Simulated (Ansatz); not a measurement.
Reaction (SMILES): FB=O → F atom + [B]=O (B-O)
B3LYP-D3(BJ)/def2-TZVP geometries, fixed; electronic energies without zero-point terms.
Largest species:
```xyz
3

F      0.0000     0.0000    -1.1989
B      0.0000     0.0000     0.0871
O      0.0000     0.0000     1.2943
```
Charge 0, spin multiplicity 1.

Effect of a fitting basis named in the input at HF/def2-TZVPP with Ansatz (a program for electronic structure), against the last row, where the bond dissociation energy is 121.00 kcal/mol. Open shells are unrestricted. The default fits or decomposes integrals by the program's own choice; accuracy: high also tightens integrals, grids and stops.

| setting | largest shift of a total energy (mEh) | shift of the bond dissociation energy (kcal/mol) |
|---|---|---|
| fitting: def2-SV(P)-JKFIT | 0.056 | -0.004 |
| fitting: def2-universal-JKFIT | 0.056 | -0.004 |
| fitting: cc-pVTZ-JKFIT | 0.131 | -0.019 |
| fitting: cc-pVQZ-JKFIT | 0.016 | -0.002 |
| fitting: cc-pV5Z-JKFIT | 0.003 | 0.001 |
| accuracy: high | -0.002 | 0.000 |
| accuracy: medium (default) | 0.000 | 0.000 |

Within 0.02 kcal/mol in the bond dissociation energy: fitting: def2-SV(P)-JKFIT; fitting: def2-universal-JKFIT; fitting: cc-pVTZ-JKFIT; fitting: cc-pVQZ-JKFIT; fitting: cc-pV5Z-JKFIT; accuracy: high. The largest shift is 0.131 mEh in a total energy and 0.019 kcal/mol in the difference.
